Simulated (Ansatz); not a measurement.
Energy needed to pull apart AgBr (SMILES [Br][Ag]), singlet, into free ground-state atoms, from the structure below (displaced at random from a GFN2-xTB minimum); no zero-point or spin–orbit terms; open-shell atoms are treated unrestricted, in their ground-state multiplicity.

Br1  (1.135, -0.304, 0.583)
Ag2  (-1.073, 0.243, -0.678)
(Å)

Program: Ansatz 0.2.0. Basis: def2-TZVPP. Cores are frozen in the correlated methods. Filled d shells of the heavier atoms are correlated. Core potentials replace the inner electrons of the atoms past krypton. The def2 sets are not built for correlating such inner shells, so the correlated values are less sure here.

```
   method  atomization energy (eV)
    SPW92                     3.23
   PBE-D4                     2.83
r2SCAN-D4                     2.84
  PBE0-D4                        ?
 HSE06-D4                     2.77
  wB97M-V                        ?
       HF                     2.02
      MP2                     2.75
     CCSD                     2.61
  CCSD(T)                     2.70
```

Task: What does wB97M-V give? (To be estimated.)

Result: By the calculation: 2.91 eV, which is about 0.21 eV more than CCSD(T)/def2-TZVPP.

Task: What does PBE0-D4 give? (An estimate is asked for; the value comes from the calculation.)

Result: By the calculation: 2.77 eV, which is about 0.07 eV more than CCSD(T)/def2-TZVPP.

In triple zeta the MP2 and coupled-cluster atomization energies are still short of their basis limit by a few kcal/mol a bond, whereas those of the functionals are nearly converged, so these differences are not deviations from converged CCSD(T).

The T1 diagnostic stays at or below 0.017.

For scale, one of the runs: CCSD(T)/def2-TZVPP forces, 104 basis functions (an equivalent command: `ansatz run in.yaml --threads 4`). Hardware: 4 CPU threads, shared host. Wall time 33 s; peak host memory 0.66 GiB.
